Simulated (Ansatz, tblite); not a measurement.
Forces on Si₆O⁺ at its r2SCAN-D4/def2-SVP geometry. The state is a doublet with charge 1.

The xTB rows come from tblite. Another isomer (doublet) lies 0.54 eV lower at PBE0-D4/def2-TZVP; other spin states weren't run for this one.

GFN1-xTB (tblite), largest force 1.40 eV/Å:

```xyz
7
positions Å, forces eV/Å
O     0.849   -0.450   -1.611   -0.279   -0.216    0.244
Si   -0.788   -0.017   -1.347   -0.269    0.599   -1.233
Si    1.752    0.474    1.729    0.050    0.157    0.217
Si   -0.550    0.553    1.250    0.002    0.481    0.381
Si    1.146   -1.059   -0.037    1.363   -0.279   -0.129
Si   -1.114   -1.622    0.354   -0.788   -0.969    0.390
Si   -1.295    2.119   -0.339   -0.079    0.228    0.130
```

GFN2-xTB (tblite), largest force 2.04 eV/Å:

```
O -1.041 0.241 1.733
Si -0.213 0.564 -1.349
Si -0.102 -0.137 -0.248
Si 0.370 1.221 0.429
Si 1.423 -0.318 -0.244
Si -0.558 -1.313 -0.223
Si 0.121 -0.257 -0.097
```

PBE-D4/def2-TZVP (Ansatz), largest force 0.17 eV/Å:

```
O -0.084 -0.080 0.064
Si 0.166 0.007 -0.035
Si -0.008 -0.004 0.028
Si 0.011 0.086 0.055
Si 0.006 0.093 -0.145
Si -0.067 -0.105 0.016
Si -0.024 0.004 0.017
```
